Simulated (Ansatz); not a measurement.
Compare A (`C[SiH2][SiH](N)O`) with its isomer B (`CO[SiH](N)[SiH3]`).

Isolated molecules relaxed with PBE0-D4/def2-TZVP in Ansatz; ΔE leaves out vibrations. CCSD(T)/CBS adds triple-zeta CCSD(T) − MP2 to the extrapolated MP2 energy (def2 sets, frozen cores). DFT in def2-TZVPP. B3LYP here is the variant with VWN-RPA as its local correlation; programs differ in this. One conformer a species, not always the lowest.

A:

```xyz
14

C     1.728    0.886    1.426
Si   -0.095    0.683    1.033
Si   -0.454   -0.288   -1.065
N    -2.061   -0.859   -1.187
O     0.738   -1.437   -1.157
H     2.234   -0.080    1.361
H     1.874    1.289    2.431
H     2.204    1.563    0.714
H    -0.790    2.002    1.084
H    -0.746   -0.186    2.059
H    -0.324    0.649   -2.220
H    -2.579   -0.854   -2.049
H    -2.510   -1.404   -0.471
H     0.782   -1.963   -1.958
```

B:

Z-matrix (Å, degrees):
```
C
O 1 1.406
H 1 1.098 2 111.7
H 1 1.091 2 108.5 3 119.1
H 1 1.096 2 111.5 3 -121.5
Si 2 1.650 1 123.0 3 56.8
Si 6 2.351 2 110.6 1 -55.6
N 6 1.710 2 116.5 1 64.5
H 6 1.482 2 102.8 1 -177.5
H 7 1.489 6 112.1 2 -33.7
H 7 1.493 6 110.4 2 86.4
H 7 1.488 6 110.4 2 -154.7
H 8 1.005 6 122.5 2 -87.6
H 8 1.007 6 122.6 2 71.8
```

(1) Which is lower in electronic energy at CCSD(T)/CBS, and by how much? (Estimate.)

(2) Give E(B) − E(A) in kcal/mol with B3LYP-D4, B3LYP, HF/def2-TZVPP, CCSD(T)/def2-TZVPP, r2SCAN-D4, ωB97M-V, PBE0-D4. (Estimate.)

Largest T1 diagnostic: 0.012.

## Answers

(1) The calculation gave: A, by 22.6 kcal/mol.

(2) Ansatz gave: B3LYP-D4 20.6, B3LYP 21.0, HF/def2-TZVPP 19.5, CCSD(T)/def2-TZVPP 21.6, r2SCAN-D4 22.1, ωB97M-V 22.0, PBE0-D4 22.0. None reverses the order clearly.

In def2-TZVPP, CCSD(T) changes the Hartree–Fock value by +2.1 kcal/mol (the triples alone add +0.0 kcal/mol) and MP2 by +3.9 kcal/mol.
